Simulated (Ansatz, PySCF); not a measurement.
Input for Ansatz (a program for electronic structure):
Ansatz 0.2 input:
```yaml
crystal:
  periodic: [false, false, false]
  atoms:
    - {symbol: Sn, position_ang: [0.84074528, 0.99095697, 0.71756737]}
    - {symbol: O, position_ang: [-0.63789116, -0.28990391, 0.22115309]}
    - {symbol: C, position_ang: [-0.99629778, -1.15587181, -0.81934987]}
    - {symbol: C, position_ang: [0.10763636, -2.19158570, -1.04471856]}
    - {symbol: C, position_ang: [-2.29362810, -1.85790796, -0.40407316]}
    - {symbol: C, position_ang: [-1.22371265, -0.35814634, -2.10561060]}
    - {symbol: H, position_ang: [-0.16885573, -2.88686695, -1.83222195]}
    - {symbol: H, position_ang: [0.28379031, -2.74277078, -0.12434589]}
    - {symbol: H, position_ang: [1.02876805, -1.67858103, -1.32348392]}
    - {symbol: H, position_ang: [-2.12933318, -2.40731543, 0.51891766]}
    - {symbol: H, position_ang: [-2.62299190, -2.54535500, -1.17829755]}
    - {symbol: H, position_ang: [-3.06759643, -1.11567613, -0.22876756]}
    - {symbol: H, position_ang: [-0.29858253, 0.14835482, -2.38189745]}
    - {symbol: H, position_ang: [-1.99185855, 0.39253410, -1.93818315]}
    - {symbol: H, position_ang: [-1.53146178, -1.01186970, -2.91680066]}
basis:
  gaussian:
    orbitals: STO-3G
hamiltonian:
  xc: {name: wB97X}
magnetization: {spin_polarized: true, initial_magnetization: 1}
accuracy: high
```

Task: Give the equivalent PySCF input.

Result: One answer among several that fit: 
```python
from pyscf import gto, scf, dft

mol = gto.Mole()
mol.atom = '''
    Sn    0.840745    0.990957    0.717567
    O    -0.637891   -0.289904    0.221153
    C    -0.996298   -1.155872   -0.819350
    C     0.107636   -2.191586   -1.044719
    C    -2.293628   -1.857908   -0.404073
    C    -1.223713   -0.358146   -2.105611
    H    -0.168856   -2.886867   -1.832222
    H     0.283790   -2.742771   -0.124346
    H     1.028768   -1.678581   -1.323484
    H    -2.129333   -2.407315    0.518918
    H    -2.622992   -2.545355   -1.178298
    H    -3.067596   -1.115676   -0.228768
    H    -0.298583    0.148355   -2.381897
    H    -1.991859    0.392534   -1.938183
    H    -1.531462   -1.011870   -2.916801
'''
mol.basis = 'sto-3g'
mol.charge = 0
mol.spin = 1
mol.verbose = 4
mol.build()

mf = dft.UKS(mol)
mf.xc = 'wb97x'
mf.grids.atom_grid = (99, 590)
mf.grids.prune = None
mf.kernel()
```

Both were run: Ansatz gave -6195.547388 Eh and PySCF -6195.547598 Eh, 0.210 mEh apart.
